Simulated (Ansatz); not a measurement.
PbS₂, relaxed as a singlet with RKS PBE-D4/def2-TZVP in Ansatz, starting from the GFN1-xTB geometry. Force threshold 0.02 eV/Å.

In the def2 sets Pb takes a core potential; there is no spin–orbit coupling. The structure comes from a short search, and lower isomers may exist.

Start:

Cartesian coordinates in Å:
```
Pb 1.097 0.035 1.044
S -0.601 1.059 -0.501
S -0.496 -1.094 -0.543
```

**Question.** Estimate the energy that the relaxation releases and the steps that it takes.

**Answer.** 0.1 kcal/mol, in 3 steps; 2.2 s on 4 threads of AMD EPYC 7R43 on a shared host. No frequencies were taken in this run, so the end may be a saddle point.

**Question.** Does the start keep its bonding and symmetry?

**Answer.** By distances, no bond broke or formed. The bond that changes most is S2–S3, from 2.16 to 2.17 Å (atoms count from 1). Point group C2v at the start, C2v at the end, both within 0.05 Å.

**Question.** Predict the relaxed structure.

**Answer.** 
```xyz
3

Pb    1.0940    0.0340    1.0412
S    -0.6006    1.0690   -0.4999
S    -0.4933   -1.1029   -0.5413
```
Bond lengths: 2 × Pb–S 2.51 Å; 1 × S–S 2.17 Å.
